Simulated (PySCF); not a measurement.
**Magnetic susceptibility: `[CH3][Co-3]([Cl])([Cl])([Cl])([Cl])[Cl]`, [CH₃Cl₅Co]3-, charge -3**

Geometry (Å), atoms numbered from 1 in this order:
```xyz
10

Co   -0.0070    0.0046   -0.6394
C     0.0104   -0.0068    1.3376
H    -0.9933   -0.2161    1.7097
H     0.3432    0.9655    1.7032
H     0.6965   -0.7799    1.6865
Cl    0.0129   -0.0109   -3.1456
Cl    2.2506    0.0040   -0.6360
Cl   -2.2775    0.0210   -0.6890
Cl   -0.0085    2.2735   -0.6830
Cl   -0.0274   -2.2550   -0.6440
```

Total charge -3.

Method used: GIAO B3LYP/def2-SVP (def2-TZVP on Co) magnetisability, rotational g tensor and spin-rotation constants, non-relativistic, gas phase (PySCF). Geometry: GFN2-xTB.

For an ion the centre-of-mass motion in the field is neglected. The highest occupied orbital is unbound at this level, so the values depend on the basis.

Task: What are the magnetisability and the molar susceptibility?

Result: Isotropic -559 × 10⁻³⁰ J/T², or -33.7 × 10⁻⁶ cm³/mol; principal values -915, -912, 150 × 10⁻³⁰ J/T², anisotropy 1063 × 10⁻³⁰ J/T² (root of half the summed squared differences of the principal values). The susceptibility is in cgs units.

Task: Split it along the inertial axes a, b, c into diamagnetic and paramagnetic parts about the centre of mass, with the quadrupole moment.

Result: 
| axis | χ (10⁻⁶ cm³/mol) | diamagnetic (10⁻⁶ cm³/mol) | paramagnetic (10⁻⁶ cm³/mol) | summed x² of all electrons (Å²) | quadrupole Θ (D Å) |
| --- | --- | --- | --- | --- | --- |
| a | -55.0 | -1562.7 | 1507.7 | 201.5 | -0.58 |
| b | -55.0 | -1562.7 | 1507.7 | 201.5 | -0.58 |
| c | 9.0 | -1710.1 | 1719.1 | 166.8 | +1.16 |

Anisotropies 2χaa − χbb − χcc = -64.0 and 2χbb − χaa − χcc = -64.0 × 10⁻⁶ cm³/mol. Θ is traceless in Buckingham's convention.

Task: And the rotational g tensor?

Result: 
```tsv
axis	rotational constant (GHz)	g	nuclear part	electronic part
a	0.8038	-0.0609	0.5085	-0.5694
b	0.8036	-0.0609	0.5084	-0.5692
c	0.7015	-0.0745	0.4920	-0.5665
```
Oblate top; isotopes 12C, 35Cl, 59Co, 1H; no vibrational averaging.
